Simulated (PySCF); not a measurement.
Identify the unknown among the candidates.

All candidates are C9H12.

* 1H NMR: chemical shifts (computed TMS as zero) by class: 7.61 (2 H), 7.51 (1 H), 7.46 (2 H), 2.65 (2 H), 1.55 (2 H), 0.83 (3 H) ppm [GIAO PBE0/pcSseg-1]
* Dipole: 0.40 D [PBE0/pcSseg-1]
* 13C NMR: chemical shifts (computed TMS as zero) by class: 148.2 (1 C), 134.8 (2 C), 133.9 (2 C), 131.3 (1 C), 42.0 (1 C), 30.1 (1 C), 14.0 (1 C) ppm [GIAO PBE0/pcSseg-1]
* Rotational structure: rotational constants A, B, C: 3.297, 1.095, 0.966 GHz [GFN2-xTB]

The electronic properties come from PySCF, for the isolated species, density fitting. Levels stand in brackets. Isolated species at its GFN2-xTB geometry (one conformer only). Each NMR value is the plain mean over a class of atoms that symmetry, rotation or inversion makes alike.

Question: Which candidate is it?
A. `C=C[C@@H]1C=CCC=C1C`
B. `C#C[C@@H]1CCC(=C)[C@H]1C`
C. `C=CCC1=CCC=CC1`
D. `CCCc1ccccc1`

Answer: D. It is `CCCc1ccccc1`. Numbering: `[CH3:1][CH2:2][CH2:3][c:4]1[cH:5][cH:6][cH:7][cH:8][cH:9]1`. Its formula, C9H12, gives 4 degrees of unsaturation: 1 ring and 3 π bonds in the structure found (Kekulé form). 9 carbons fall into 7 classes; from least to most shielded: substituted aromatic carbon [C4] (148.2 ppm), aromatic CH carbon [C5/C9] (134.8 ppm, 2 C, up to 2.0 ppm apart in this geometry), aromatic CH carbon [C6/C8] (133.9 ppm, 2 C), aromatic CH carbon [C7] (131.3 ppm), benzylic-type carbon [C3] (42.0 ppm), chain CH2 carbon [C2] (30.1 ppm), methyl carbon [C1] (14.0 ppm). Hydrogen classes from least to most shielded: 2 H on the meta carbons, C6/C8 (7.61 ppm), 1 H on the para carbon, C7 (7.51 ppm), 2 H on the ortho carbons, C5/C9 (7.46 ppm), 2 H on a benzylic-type carbon, C3 (2.65 ppm, a mean of values up to 0.9 ppm apart in this geometry), 2 H on a chain CH2 carbon, C2 (1.55 ppm, a mean of values up to 0.5 ppm apart in this geometry), 3 H on a methyl carbon, C1 (0.83 ppm). The optimised geometry has point group C1 and is an asymmetric top.

The others, at the same levels:
- `C#C[C@@H]1CCC(=C)[C@H]1C` fails: it has 9 carbon classes against 7; its computed 13C shifts are 165.1 (1 C), 112.8 (1 C), 92.4 (1 C), 75.2 (1 C), 50.6 (1 C), 41.1 (1 C), 37.4 (1 C), 37.1 (1 C), 21.3 (1 C) ppm, 1H shifts are 5.41 (1 H), 5.27 (1 H), 2.56 (1 H), 2.56 (1 H), 2.50 (1 H), 2.13 (1 H), 2.08 (1 H), 1.78 (1 H), 1.50 (1 H), 1.25 (3 H) ppm and rotational constant A is 2.811 GHz (against 3.297 GHz).
- `C=C[C@@H]1C=CCC=C1C` fails: it has 9 carbon classes against 7; its computed 13C shifts are 150.2 (1 C), 142.6 (1 C), 136.3 (1 C), 132.2 (1 C), 126.4 (1 C), 119.9 (1 C), 52.6 (1 C), 32.0 (1 C), 24.4 (1 C) ppm, 1H shifts are 6.06 (1 H), 6.06 (1 H), 5.80 (1 H), 5.63 (1 H), 5.31 (1 H), 5.16 (1 H), 3.03 (1 H), 2.96 (1 H), 2.78 (1 H), 1.86 (3 H) ppm and rotational constant A is 2.318 GHz (against 3.297 GHz).
- `C=CCC1=CCC=CC1` fails: it has 9 carbon classes against 7; its computed 13C shifts are 148.7 (1 C), 140.3 (1 C), 131.8 (1 C), 130.5 (1 C), 126.7 (1 C), 122.6 (1 C), 50.1 (1 C), 32.2 (1 C), 32.0 (1 C) ppm, 1H shifts are 5.99 (1 H), 5.95 (1 H), 5.89 (1 H), 5.83 (1 H), 5.39 (1 H), 5.29 (1 H), 2.95 (2 H), 2.77 (2 H), 2.74 (2 H) ppm and rotational constant A is 3.701 GHz (against 3.297 GHz).

Each candidate is one conformer, not necessarily the lowest. The conformers computed, where there is a choice (atom-mapped SMILES and torsion angles):
- `[CH3:1][CH2:2][CH2:3][c:4]1[cH:5][cH:6][cH:7][cH:8][cH:9]1`: C1–C2–C3–C4 -67°, C2–C3–C4–C5 97°
- `[CH2:1]=[CH:2][C@@H:3]1[CH:4]=[CH:5][CH2:6][CH:7]=[C:8]1[CH3:9]`: C1–C2–C3–C4 -121°
- `[CH2:1]=[CH:2][CH2:3][C:4]1=[CH:5][CH2:6][CH:7]=[CH:8][CH2:9]1`: C1–C2–C3–C4 121°, C2–C3–C4–C5 108°

The conformers of `C#C[C@@H]1CCC(=C)[C@H]1C` aren't listed.
